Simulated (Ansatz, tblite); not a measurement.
Forces on Sn10H15⁺, a cluster with a defect cut from the lattice of tin (one cap removed) at its PBE-D4/def2-SVP geometry. Charge 1, multiplicity 1.

In the def2 sets Sn takes a core potential; there is no spin–orbit coupling. The xTB rows come from tblite. Single mean-field runs in def2-TZVP are fitted with def2-universal-jkfit.

GFN2-xTB (tblite), largest force 0.66 eV/Å:

```xyz
25
positions Å, forces eV/Å
Sn   -0.225    1.816    2.882   -0.031   -0.021   -0.198
Sn   -3.097    0.633   -0.510   -0.168    0.056   -0.115
Sn    1.063    2.645   -1.469    0.012    0.139   -0.150
Sn    3.239   -0.724    0.806   -0.138    0.059   -0.133
Sn    0.333   -1.886   -2.565   -0.021   -0.051   -0.204
Sn   -0.970   -2.759    1.761   -0.016    0.115   -0.164
Sn   -1.150    2.516    0.272   -0.150    0.380    0.163
Sn    0.877   -0.716    2.336    0.223   -0.181    0.596
Sn   -1.869   -1.887   -0.805   -0.270   -0.351   -0.018
Sn    2.180    0.070   -1.724    0.403   -0.028   -0.171
H    -1.499    1.640    4.033    0.271    0.112   -0.079
H     1.016    2.857    3.479   -0.264   -0.145    0.038
H    -4.369    0.557    0.656    0.153    0.031   -0.238
H    -3.717    1.109   -2.051    0.037   -0.082    0.313
H     2.239    3.766   -0.883   -0.194   -0.135   -0.156
H     0.484    3.129   -3.024    0.156   -0.019    0.282
H     4.350    0.416    1.475   -0.074   -0.286   -0.074
H     3.905   -2.316    0.802    0.021    0.295    0.069
H    -0.241   -1.443   -4.134    0.134   -0.154    0.253
H     1.078   -3.444   -2.610   -0.134    0.241   -0.067
H    -2.212   -2.753    2.960    0.231   -0.140   -0.140
H    -0.145   -4.275    1.723   -0.209    0.183    0.121
H    -1.849    4.084    0.540    0.112   -0.276   -0.098
H    -3.024   -3.116   -1.225    0.199    0.244    0.031
H     3.601    0.081   -2.725   -0.282    0.013    0.137
```

PBE-D4/def2-TZVP (Ansatz), largest force 0.10 eV/Å:

```
Sn 0.005 0.011 0.050
Sn -0.022 0.011 -0.034
Sn -0.010 0.017 -0.036
Sn 0.041 -0.011 0.033
Sn -0.012 0.005 -0.043
Sn -0.005 -0.036 0.041
Sn -0.009 0.028 0.026
Sn -0.024 0.023 -0.068
Sn -0.021 -0.033 0.007
Sn 0.036 -0.007 -0.004
H 0.075 0.012 -0.066
H -0.074 -0.058 -0.036
H 0.077 0.002 -0.067
H 0.026 -0.025 0.090
H -0.070 -0.066 -0.033
H 0.041 -0.017 0.087
H -0.064 -0.068 -0.040
H -0.037 0.093 -0.001
H 0.038 -0.035 0.082
H -0.046 0.090 0.004
H 0.072 -0.003 -0.068
H -0.049 0.086 0.002
H 0.041 -0.088 -0.012
H 0.068 0.068 0.027
H -0.079 -0.001 0.058
```

r2SCAN-D4/def2-TZVP (Ansatz), largest force 0.29 eV/Å:

```
Sn 0.012 0.025 0.113
Sn -0.093 0.030 -0.065
Sn 0.003 0.076 -0.088
Sn 0.092 -0.028 0.069
Sn -0.013 -0.026 -0.116
Sn -0.008 -0.078 0.089
Sn -0.039 0.108 0.068
Sn -0.044 0.039 -0.121
Sn -0.076 -0.111 0.011
Sn 0.126 -0.015 -0.033
H 0.218 0.033 -0.192
H -0.213 -0.174 -0.099
H 0.213 0.011 -0.194
H 0.088 -0.077 0.260
H -0.197 -0.186 -0.098
H 0.108 -0.065 0.256
H -0.186 -0.197 -0.113
H -0.109 0.271 0.002
H 0.102 -0.088 0.250
H -0.127 0.258 0.007
H 0.212 -0.007 -0.200
H -0.142 0.254 0.009
H 0.117 -0.259 -0.046
H 0.193 0.204 0.069
H -0.237 -0.001 0.163
```
